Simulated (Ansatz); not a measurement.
Job for Ansatz (a program for electronic structure): R-SVWN5/def2-TZVPP on CH4SSn (SMILES [CH3][Sn][SH]), a point of a torsion scan. Elements past Kr take the def2 small-core potentials; no spin–orbit coupling.

Ansatz 0.2 input:
```yaml
crystal:
  periodic: [false, false, false]
  atoms:
    - {symbol: C, position_ang: [-1.02795529, -0.14860519, -0.06602089]}
    - {symbol: Sn, position_ang: [0.20405281, 1.74149733, -0.28477038]}
    - {symbol: S, position_ang: [2.11849424, 0.71366699, -1.40145352]}
    - {symbol: H, position_ang: [-0.55831918, -1.04741942, -0.46669891]}
    - {symbol: H, position_ang: [-1.99170012, -0.03252996, -0.56768759]}
    - {symbol: H, position_ang: [-1.24709670, -0.33700830, 0.98764562]}
    - {symbol: H, position_ang: [1.70275903, -0.53863125, -1.44617709]}
basis:
  gaussian:
    orbitals: def2-TZVPP
hamiltonian:
  xc: {name: SVWN5}
scf: {lower_state_search: off}
```

Problem. Predict the final total energy.

Solution. -650.9760 hartree.
